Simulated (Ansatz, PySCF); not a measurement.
C3H7BF2O, SMILES CO[C@H](C)B(F)F. Atoms are numbered in the order given.

```xyz
14

C      2.2549    -0.7092     1.0277
O      1.3438    -0.2918     0.0461
C      0.0109    -0.1252     0.4875
C     -0.7066    -1.4521     0.7890
B     -0.7750     0.7173    -0.5889
F     -2.0569     0.9962    -0.3922
F     -0.2270     1.1782    -1.6937
H      2.0584    -1.7362     1.3914
H      3.2578    -0.6918     0.5769
H      2.2521    -0.0307     1.9056
H     -0.0035     0.4858     1.4214
H     -0.2318    -1.9934     1.6213
H     -1.7557    -1.2679     1.0657
H     -0.6888    -2.1079    -0.0959
```

The structure is a stationary point at B3LYP-D3(BJ)/def2-SVP. The structure was generated by enumeration; whether it is a known compound was not checked. The values are those of a single conformer.

Two levels are set side by side: PBE-D3(BJ)/def2-SVP (Ansatz, a quantum-chemistry and plane-wave program) and B3LYP-D3(BJ)/def2-SVP (Ansatz). Each level has its own optimised geometry; the coordinates shown are those of the second. Frequencies come from the Hessian of PySCF at each geometry. Differences are taken from unrounded values.

```
quantity                            B3LYP-D3(BJ)  PBE-D3(BJ)  PBE-D3(BJ) minus B3LYP-D3(BJ)
----------------------------------  ------------  ----------  -----------------------------
mean bond length (Å)                       1.255       1.262                          0.007
bond C1–O2 (Å)                             1.403       1.408                          0.005
bond O2–C3 (Å)                             1.414       1.420                          0.006
bond C3–C4 (Å)                             1.538       1.541                          0.002
bond C3–B5 (Å)                             1.577       1.582                          0.005
bond B5–F6 (Å)                             1.326       1.336                          0.009
bond B5–F7 (Å)                             1.317       1.326                          0.009
bond C1–H8 (Å)                             1.107       1.116                          0.009
bond C1–H9 (Å)                             1.100       1.108                          0.008
bond C1–H10 (Å)                            1.110       1.119                          0.009
bond C3–H11 (Å)                            1.116       1.126                          0.010
bond C4–H12 (Å)                            1.100       1.108                          0.008
bond C4–H13 (Å)                            1.101       1.108                          0.007
bond C4–H14 (Å)                            1.102       1.109                          0.007
highest harmonic wavenumber (cm⁻¹)          3128        3076                            -52
mean harmonic wavenumber (cm⁻¹)             1309        1273                            -37
zero-point energy (kcal/mol)               67.39       65.50                          -1.89
```

Exact exchange shortens and stiffens bonds; PBE has none. Differences between two approximate levels are no errors against the true value.
